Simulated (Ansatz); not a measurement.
Ansatz (a quantum-chemistry and plane-wave program) input file for B(Cl)(OMe)(SH) (CH4BClOS), SMILES SB(OC)Cl, r2SCAN-D4/def2-SVP. 

Ansatz 0.2 input:
```yaml
crystal:
  periodic: [false, false, false]
  atoms:
    - {symbol: B, position_ang: [-0.16683110, 0.04710459, 0.00707454]}
    - {symbol: Cl, position_ang: [-1.47064963, 0.94024219, 0.73544004]}
    - {symbol: O, position_ang: [-0.48355256, -0.69583635, -1.04176914]}
    - {symbol: C, position_ang: [0.37936731, -1.51323567, -1.80450572]}
    - {symbol: H, position_ang: [0.05599786, -2.54935295, -1.69161761]}
    - {symbol: H, position_ang: [0.28830169, -1.21477670, -2.84986353]}
    - {symbol: H, position_ang: [1.41729301, -1.41410668, -1.47943629]}
    - {symbol: S, position_ang: [1.52580698, 0.16230603, 0.68614550]}
    - {symbol: H, position_ang: [1.25291152, 1.00780425, 1.66592348]}
basis:
  gaussian:
    orbitals: def2-SVP
hamiltonian:
  xc: r2scan
  dispersion: d4
relax: {f_tol: 0.002, max_steps: 200}
```

It prints:

```
WARN ansatz: RAYON_NUM_THREADS=1 ignored (pool sized by the plan → 1); use --threads N
Functional definition: r2SCAN
integrals: 0.05 GiB planned
1087 factors; their error is unknown
mean field: 0.27 GiB planned
mean field evaluation 1: about -27168.6120 eV, gradient 4.5e1 eV
mean field evaluation 2: about -27158.6886 eV, gradient 8.3e1 eV
mean field evaluation 4: about -27172.9511 eV, gradient 3.4e0 eV
mean field evaluation 8: about -27172.9757 eV, gradient 9.9e-2 eV
mean field evaluation 16: about -27172.9235 eV, gradient 4.7e-5 eV
mean field -27172.92351860 eV, -998.5865208393 hartree, gradient 1.9e-5 eV, S^2 0.000000; 0 other end points of the search recorded, 0 dependent functions left out
the calculation of the forces begins
reference -27172.92352708 eV, -998.5865211511 hartree; 28, 28 occupied and 70, 70 virtual orbitals, 1087 factors
relax step   1: F+E_penalty+E_count = -27172.97588487 eV  Δ(F+E_penalty+E_count) = +0.000e0 eV  max|allowed force component| = 6.664e-1 eV/Å  Δτ_max = 0.0000 Å  (28 SCF iters, accepted)
these checks for a lower state are left out or cut short: starts, cluster_reference, orbital_swaps, neighbouring_geometries, increment
integrals: 0.05 GiB planned
1087 factors; their error is unknown
mean field: 0.27 GiB planned
mean field -27172.96450483 eV, -998.5880270556 hartree, gradient 1.0e-5 eV, S^2 0.000000; 0 other end points of the search recorded, 0 dependent functions left out
the calculation of the forces begins
reference -27172.96451336 eV, -998.5880273690 hartree; 28, 28 occupied and 70, 70 virtual orbitals, 1087 factors
relax step   2: F+E_penalty+E_count = -27173.01683343 eV  Δ(F+E_penalty+E_count) = -4.095e-2 eV  max|allowed force component| = 3.974e-1 eV/Å  Δτ_max = 0.0413 Å  (31 SCF iters, accepted)
these checks for a lower state are left out or cut short: starts, cluster_reference, orbital_swaps, neighbouring_geometries, increment
integrals: 0.05 GiB planned
1087 factors; their error is unknown
mean field: 0.27 GiB planned
mean field evaluation 32: about -27172.9721 eV, gradient 1.0e-5 eV
mean field -27172.97212078 eV, -998.5883069366 hartree, gradient 1.0e-5 eV, S^2 0.000000; 0 other end points of the search recorded, 0 dependent functions left out
the calculation of the forces begins
reference -27172.97212934 eV, -998.5883072513 hartree; 28, 28 occupied and 70, 70 virtual orbitals, 1087 factors
relax step   3: F+E_penalty+E_count = -27173.02440424 eV  Δ(F+E_penalty+E_count) = -7.571e-3 eV  max|allowed force component| = 1.429e-1 eV/Å  Δτ_max = 0.0220 Å  (31 SCF iters, accepted)
these checks for a lower state are left out or cut short: starts, cluster_reference, orbital_swaps, neighbouring_geometries, increment
integrals: 0.05 GiB planned
1087 factors; their error is unknown
mean field: 0.26 GiB planned
mean field -27172.97117901 eV, -998.5882723273 hartree, gradient 1.0e-5 eV, S^2 0.000000; 0 other end points of the search recorded, 0 dependent functions left out
the calculation of the forces begins
reference -27172.97118758 eV, -998.5882726420 hartree; 28, 28 occupied and 70, 70 virtual orbitals, 1087 factors
relax step   4: F+E_penalty+E_count = -27173.02347013 eV  Δ(F+E_penalty+E_count) = +9.341e-4 eV  max|allowed force component| = 1.443e-1 eV/Å  Δτ_max = 0.0237 Å  (29 SCF iters, rejected (line search))
these checks for a lower state are left out or cut short: starts, cluster_reference, orbital_swaps, neighbouring_geometries, increment
integrals: 0.05 GiB planned
1087 factors; their error is unknown
mean field: 0.27 GiB planned
mean field -27172.97281983 eV, -998.5883326261 hartree, gradient 1.0e-5 eV, S^2 0.000000; 0 other end points of the search recorded, 0 dependent functions left out
the calculation of the forces begins
reference -27172.97282839 eV, -998.5883329407 hartree; 28, 28 occupied and 70, 70 virtual orbitals, 1087 factors
relax step   5: F+E_penalty+E_count = -27173.02511666 eV  Δ(F+E_penalty+E_count) = -7.124e-4 eV  max|allowed force component| = 5.673e-2 eV/Å  Δτ_max = 0.0119 Å  (31 SCF iters, accepted)
these checks for a lower state are left out or cut short: starts, cluster_reference, orbital_swaps, neighbouring_geometries, increment
integrals: 0.05 GiB planned
1087 factors; their error is unknown
mean field: 0.27 GiB planned
mean field -27172.97415642 eV, -998.5883817451 hartree, gradient 1.1e-5 eV, S^2 0.000000; 0 other end points of the search recorded, 0 dependent functions left out
the calculation of the forces begins
reference -27172.97416499 eV, -998.5883820598 hartree; 28, 28 occupied and 70, 70 virtual orbitals, 1087 factors
[...]
mean field -27172.99542236 eV, -998.5891632539 hartree, gradient 1.1e-5 eV, S^2 0.000000; 0 other end points of the search recorded, 0 dependent functions left out
the calculation of the forces begins
reference -27172.99543088 eV, -998.5891635670 hartree; 28, 28 occupied and 70, 70 virtual orbitals, 1087 factors
relax step  22: F+E_penalty+E_count = -27173.04796459 eV  Δ(F+E_penalty+E_count) = -5.130e-4 eV  max|allowed force component| = 8.545e-2 eV/Å  Δτ_max = 0.0740 Å  (30 SCF iters, accepted)
these checks for a lower state are left out or cut short: starts, cluster_reference, orbital_swaps, neighbouring_geometries, increment
integrals: 0.05 GiB planned
1087 factors; their error is unknown
mean field: 0.27 GiB planned
mean field -27172.99574172 eV, -998.5891749901 hartree, gradient 1.1e-5 eV, S^2 0.000000; 0 other end points of the search recorded, 0 dependent functions left out
the calculation of the forces begins
reference -27172.99575023 eV, -998.5891753031 hartree; 28, 28 occupied and 70, 70 virtual orbitals, 1087 factors
relax step  23: F+E_penalty+E_count = -27173.04827934 eV  Δ(F+E_penalty+E_count) = -3.147e-4 eV  max|allowed force component| = 3.554e-2 eV/Å  Δτ_max = 0.0063 Å  (32 SCF iters, accepted)
these checks for a lower state are left out or cut short: starts, cluster_reference, orbital_swaps, neighbouring_geometries, increment
integrals: 0.05 GiB planned
1087 factors; their error is unknown
mean field: 0.27 GiB planned
mean field -27172.99593558 eV, -998.5891821145 hartree, gradient 1.0e-5 eV, S^2 0.000000; 0 other end points of the search recorded, 0 dependent functions left out
the calculation of the forces begins
reference -27172.99594410 eV, -998.5891824274 hartree; 28, 28 occupied and 70, 70 virtual orbitals, 1087 factors
relax step  24: F+E_penalty+E_count = -27173.04847623 eV  Δ(F+E_penalty+E_count) = -1.969e-4 eV  max|allowed force component| = 2.065e-3 eV/Å  Δτ_max = 0.0171 Å  (30 SCF iters, accepted)
these checks for a lower state are left out or cut short: starts, cluster_reference, orbital_swaps, neighbouring_geometries, increment
integrals: 0.05 GiB planned
1087 factors; their error is unknown
mean field: 0.27 GiB planned
mean field -27172.99601130 eV, -998.5891848972 hartree, gradient 1.0e-5 eV, S^2 0.000000; 0 other end points of the search recorded, 0 dependent functions left out
the calculation of the forces begins
reference -27172.99601982 eV, -998.5891852100 hartree; 28, 28 occupied and 70, 70 virtual orbitals, 1087 factors
relax step  25: F+E_penalty+E_count = -27173.04855405 eV  Δ(F+E_penalty+E_count) = -7.782e-5 eV  max|allowed force component| = 2.181e-2 eV/Å  Δτ_max = 0.0276 Å  (30 SCF iters, accepted)
these checks for a lower state are left out or cut short: starts, cluster_reference, orbital_swaps, neighbouring_geometries, increment
integrals: 0.05 GiB planned
1087 factors; their error is unknown
mean field: 0.27 GiB planned
mean field evaluation 192: about -27172.9951 eV, gradient 1.0e-5 eV
mean field -27172.99513912 eV, -998.5891528452 hartree, gradient 1.0e-5 eV, S^2 0.000000; 0 other end points of the search recorded, 0 dependent functions left out
the calculation of the forces begins
reference -27172.99514763 eV, -998.5891531578 hartree; 28, 28 occupied and 70, 70 virtual orbitals, 1087 factors
relax step  26: F+E_penalty+E_count = -27173.04767891 eV  Δ(F+E_penalty+E_count) = +8.751e-4 eV  max|allowed force component| = 6.900e-2 eV/Å  Δτ_max = 0.0571 Å  (30 SCF iters, rejected (line search))
these checks for a lower state are left out or cut short: starts, cluster_reference, orbital_swaps, neighbouring_geometries, increment
integrals: 0.05 GiB planned
1087 factors; their error is unknown
mean field: 0.27 GiB planned
mean field -27172.99605168 eV, -998.5891863811 hartree, gradient 1.0e-5 eV, S^2 0.000000; 0 other end points of the search recorded, 0 dependent functions left out
the calculation of the forces begins
reference -27172.99606020 eV, -998.5891866939 hartree; 28, 28 occupied and 70, 70 virtual orbitals, 1087 factors
relax step  27: F+E_penalty+E_count = -27173.04859320 eV  Δ(F+E_penalty+E_count) = -3.915e-5 eV  max|allowed force component| = 6.724e-3 eV/Å  Δτ_max = 0.0095 Å  (32 SCF iters, accepted)
these checks for a lower state are left out or cut short: starts, cluster_reference, orbital_swaps, neighbouring_geometries, increment
integrals: 0.05 GiB planned
1087 factors; their error is unknown
mean field: 0.27 GiB planned
mean field -27172.99605340 eV, -998.5891864441 hartree, gradient 1.4e-5 eV, S^2 0.000000; 0 other end points of the search recorded, 0 dependent functions left out
the calculation of the forces begins
reference -27172.99606191 eV, -998.5891867569 hartree; 28, 28 occupied and 70, 70 virtual orbitals, 1087 factors
relax step  28: F+E_penalty+E_count = -27173.04859458 eV  Δ(F+E_penalty+E_count) = -1.383e-6 eV  max|allowed force component| = 5.342e-3 eV/Å  Δτ_max = 0.0020 Å  (23 SCF iters, accepted)
these checks for a lower state are left out or cut short: starts, cluster_reference, orbital_swaps, neighbouring_geometries, increment
integrals: 0.05 GiB planned
1087 factors; their error is unknown
mean field: 0.27 GiB planned
mean field -27172.99605454 eV, -998.5891864861 hartree, gradient 1.7e-5 eV, S^2 0.000000; 0 other end points of the search recorded, 0 dependent functions left out
the calculation of the forces begins
reference -27172.99606305 eV, -998.5891867989 hartree; 28, 28 occupied and 70, 70 virtual orbitals, 1087 factors
relax step  29: F+E_penalty+E_count = -27173.04859536 eV  Δ(F+E_penalty+E_count) = -7.808e-7 eV  max|allowed force component| = 2.812e-3 eV/Å  Δτ_max = 0.0010 Å  (22 SCF iters, accepted)
these checks for a lower state are left out or cut short: starts, cluster_reference, orbital_swaps, neighbouring_geometries, increment
integrals: 0.05 GiB planned
1087 factors; their error is unknown
mean field: 0.27 GiB planned
mean field -27172.99605484 eV, -998.5891864971 hartree, gradient 1.0e-5 eV, S^2 0.000000; 0 other end points of the search recorded, 0 dependent functions left out
the calculation of the forces begins
reference -27172.99606335 eV, -998.5891868099 hartree; 28, 28 occupied and 70, 70 virtual orbitals, 1087 factors
relax step  30: F+E_penalty+E_count = -27173.04859563 eV  Δ(F+E_penalty+E_count) = -2.628e-7 eV  max|allowed force component| = 1.466e-3 eV/Å  Δτ_max = 0.0001 Å  (20 SCF iters, accepted)
integrals: 0.05 GiB planned
1087 factors; their error is unknown
mean field: 0.27 GiB planned
mean field evaluation 224: about -27173.0532 eV, gradient 2.3e-1 eV
mean field -27172.99605484 eV, -998.5891864971 hartree, gradient 1.4e-5 eV, S^2 0.000000; 1 other end points of the search recorded, 0 dependent functions left out
the calculation of the forces begins
reference -27172.99606335 eV, -998.5891868098 hartree; 28, 28 occupied and 70, 70 virtual orbitals, 1087 factors
Total energy: -27173.04860414 eV, -998.5911176482 hartree
Atom 0 at    -0.186221     0.101395    -0.042813 Å, force    -0.001465     0.001466     0.000821 eV/Å
Atom 1 at    -1.389817     1.225925     0.612744 Å, force     0.001048    -0.001023    -0.000584 eV/Å
Atom 2 at    -0.473474    -0.507080    -1.205620 Å, force    -0.000556     0.000133    -0.000143 eV/Å
Atom 3 at     0.411312    -1.425956    -1.826045 Å, force     0.000349    -0.000243    -0.000289 eV/Å
Atom 4 at     0.602274    -2.292877    -1.171492 Å, force     0.000046    -0.000410     0.000535 eV/Å
Atom 5 at    -0.060985    -1.773552    -2.754404 Å, force    -0.000328    -0.000030    -0.000354 eV/Å
Atom 6 at     1.373452    -0.944445    -2.068731 Å, force     0.000479     0.000369    -0.000003 eV/Å
Atom 7 at     1.384707    -0.221125     0.824503 Å, force     0.000418    -0.000380    -0.000041 eV/Å
Atom 8 at     1.137397     0.607864     1.859250 Å, force     0.000008     0.000118     0.000057 eV/Å
Dipole moment:     0.262666    -0.222338    -0.108234 e Å
```

Self-consistency was reached.
